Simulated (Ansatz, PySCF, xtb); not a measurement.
GaH3 (SMILES [GaH3]) and C2H6O (SMILES COC) are pulled apart as rigid monomers along the line of their centres of mass, from the B3LYP-D3(BJ)/def2-TZVP minimum. Starting geometry (charge 0, multiplicity 1):
```xyz
13

Ga     0.71688     0.24026     0.98544
H      1.97811    -0.69683     1.11976
H     -0.60867    -0.37569     0.37691
H      0.90053     1.80568     0.93433
C     -0.97845     0.99296     3.41821
O      0.10177     0.12893     3.05646
C     -0.04229    -1.19450     3.57803
H     -1.04814     1.05389     4.50625
H     -1.91971     0.62125     3.00450
H     -0.75417     1.97199     3.00400
H     -0.10293    -1.15262     4.66752
H      0.83931    -1.75266     3.27534
H     -0.93984    -1.66912     3.17253
```

Interaction energies with rigid monomers; basis-set methods are counterpoise corrected unless marked otherwise.

Rows in 6-31G* carry no dispersion term and start afresh at each structure (6-31G* with six Cartesian d functions); the Pople sets are all-electron and without relativity.

Run with Ansatz (Gaussian orbitals); PySCF for 6-31G* rows, the dispersion terms; xtb for the GFN methods. Each number belongs to the level named beside it.

```tsv
Ga1···O6 (Å)	GFN2-xTB (meV)	HF/6-31G* (meV)	B3LYP/def2-TZVPPD (meV)	B3LYP-D4/def2-TZVPPD (meV)	PBE0-D3(BJ)/def2-TZVPPD (meV)
1.95	-1291.5	-441.9	-484.9	-682.6	-735.3
2.16	-1363.3	-670.0	-667.8	-849.0	-863.1
2.49	[?]	-589.0	-560.4	-714.9	-698.1
3.02	-760.1	-329.7	-291.7	-399.7	[?]
3.89	-265.5	-121.6	-96.7	-145.4	-135.8
```

Question: Fill in the missing entries.

Answer: 
- 2.49, GFN2-xTB (meV): -1198.5
- 3.02, PBE0-D3(BJ)/def2-TZVPPD (meV): -374.0

Ansatz is a quantum-chemistry and plane-wave program.
